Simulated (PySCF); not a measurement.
Computed against measured: bond length Re

PBE, HF, PBE0 in PySCF with def2-TZVPP on every atom (core potentials on Ag, I, Cs), for the lowest determinant that a PBE0 search found; no spin–orbit coupling. Measured values: Huber and Herzberg, Constants of Diatomic Molecules (1979).

| molecule | measured (Å) | PBE | HF | PBE0 |
| --- | --- | --- | --- | --- |
| NaBr | 2.502038 | 2.517 | 2.540 | 2.507 |
| BH | 1.2324 | 1.252 | 1.221 | 1.241 |
| CsF | 2.345351 | 2.364 | 2.413 | 2.354 |
| LiH | 1.5957 | 1.607 | 1.607 | 1.599 |
| GeS | 2.012086 | 2.038 | 1.998 | 2.014 |
| AgI | 2.544621 | 2.565 | 2.670 | 2.564 |
| IF | 1.909759 | 1.937 | 1.868 | 1.904 |
| NH | 1.03621 | 1.051 | 1.020 | 1.038 |

Task: Give the mean signed and mean absolute error of each level in pm, and name the best.

Result: PBE +1.9 and 1.9; HF +2.0 and 4.1; PBE0 +0.5 and 0.7. On this set PBE0 is closest.

Task: Which molecule does PBE0 miss most?

Result: AgI, by +1.9 pm.

The molecules are drawn from runs that passed checks on state, spin purity and fit, so the hardest cases are missing and the errors look smaller than over all diatomics.

Spin–orbit coupling is left out. States were picked by a PBE0 search and need not be the measured ground states.
